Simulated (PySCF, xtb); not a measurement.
ScBr₃, SMILES [Br][Sc]([Br])[Br].

Harmonic wavenumbers (cm⁻¹) from GFN2-xTB in xtb at its own minimum, in rising order: 27, 27, 39, 166, 326, 326.

What does B3LYP-D3(BJ)/def2-SVP (PySCF) give at its own minimum? (The exact figures need the calculation; the answer reports its results.)

53, 59, 59, 212, 388, 388. Paired by order, the mean absolute difference is 41 cm⁻¹ and the zero-point energies are 1.3 and 1.7 kcal/mol.
